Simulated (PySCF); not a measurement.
**Working out the electron affinity of Ag**

Ag⁻ [Kr] 4d10 5s2 (1S) → Ag [Kr] 4d10 5s1 (2S). Computed with PySCF 2.14 in def2-QZVPPD with the def2 core potential (28 electrons), with scalar relativity through the core potential. Frozen: nothing. Energies in hartree (1 hartree = 27.21139 eV):

```csv
part,Ag⁻ (lower),Ag (upper)
UHF,-146.117554,-146.118089
MP2 opposite-spin,-0.527936,-0.496594
MP2 same-spin,-0.249110,-0.239294
```

Task: What does Hartree-Fock give?

Result: (-146.118089) − (-146.117554) = -0.000535 hartree = -0.015 eV.

Task: What do MP2 and SCS-MP2 (6/5 opposite-spin, 1/3 same-spin) give?

Result: The opposite-spin parts differ by 0.853 eV and the same-spin parts by 0.267 eV. MP2: -0.015 + (0.853) + (0.267) = 1.105 eV. SCS-MP2: -0.015 + 1.2 × (0.853) + (0.267)/3 = 1.098 eV.

Reference: 1.304 eV (measured; photodetachment measurements, as compiled on the Wikipedia data page of electron affinities).

What remains against the reference includes basis incompleteness and correlation beyond second order.
